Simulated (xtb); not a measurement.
xtb input:

```bash
xtb mol.xyz --gfn 2 --sp --chrg 0 --uhf 0
```
mol.xyz:
```
5

Hf    -0.17544356    -0.00521158    -0.04460018
F      1.65612634     0.04919551     0.42101026
H     -1.16689863     0.74635652     1.32706168
H     -0.67926143    -1.76919858    -0.29720943
H     -0.42704077     0.95531625    -1.60773138
```

Predict the final energy.

-7.89903 Eh (GFN2-xTB).
